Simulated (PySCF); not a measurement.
Species: C4H7F3Si.
Z-matrix (Å and degrees, PBE0-D3(BJ)/def2-SVP geometry), rows numbered from 1:
```
C 
Si  1  1.8636
C   2  1.8561  1  121.15
C   3  1.5423  2   65.95  1  -101.99
C   4  1.4888  2  123.76  3   108.11
F   5  1.3445  4  111.79  2   -29.94
F   5  1.3368  4  111.79  2    90.43
F   5  1.3427  4  112.34  2  -149.53
H   1  1.1007  2  110.97  3   -92.77
H   1  1.1006  2  111.04  3   146.93
H   1  1.1001  2  110.03  3    26.98
H   2  1.4825  1  116.69  3   154.52
H   3  1.0959  2  117.46  4  -106.98
H   3  1.0949  2  121.70  4   106.97
H   4  1.0962  2  117.03  3  -107.14
```

All values: CAM-B3LYP/def2-SVPD (PySCF, non-relativistic), on one gas-phase PBE0-D3(BJ)/def2-SVP geometry that isn't relaxed in the solvent. The solvent is an IEF-PCM continuum (van der Waals radii × 1.2), and excitations are vertical TDDFT with non-equilibrium linear response and a frozen core. The model holds no explicit solvent molecules, cavitation or dispersion.

Gas-phase singlets (H = HOMO, L = LUMO):

```
state  E (eV)  λ (nm)      f  leading configurations
   S1   6.891     180  0.070                 H→L 87%
   S2   7.078     175  0.024    H→L+2 70%, H→L+1 17%
   S3   7.126     174  0.126    H→L+1 71%, H→L+2 14%
   S4   7.571     164  0.008    H→L+3 70%, H→L+5 12%
   S5   7.928     156  0.005  H→L+4 63%, H-1→L+1 12%
```

Q: What are the lowest 5 singlets in benzene (ε = 2.271)?

A: 
```
state  E (eV)  λ (nm)      f           leading configurations  change by rank (eV)
   S1   6.897     180  0.186               H→L 70%, H→L+1 26%               +0.006
   S2   7.081     175  0.033  H→L+2 39%, H→L+1 28%, H→L+3 13%               +0.003
   S3   7.127     174  0.089    H→L+1 41%, H→L+2 27%, H→L 17%               +0.001
   S4   7.539     164  0.009  H→L+3 57%, H→L+2 14%, H→L+4 10%               -0.032
   S5   7.918     157  0.010             H→L+5 48%, H→L+4 23%               -0.010
```

Q: How do the frontier levels move from gas to benzene?

A: 
```tsv
orbital	gas (eV)	solvent (eV)	change (eV)
LUMO+2	1.61	1.71	+0.10
LUMO+1	1.26	1.40	+0.14
LUMO	0.99	1.21	+0.22
HOMO	-8.72	-8.59	+0.13
HOMO-1	-10.26	-10.14	+0.12
HOMO-2	-11.17	-10.97	+0.20
HOMO-3	-11.97	-11.90	+0.07
```

The HOMO–LUMO gap goes from 9.71 to 9.80 eV. Rows go by rank; for LUMO+1 and LUMO+2 the atom shares or the degeneracy differ between the runs, so the row needn't follow one orbital.
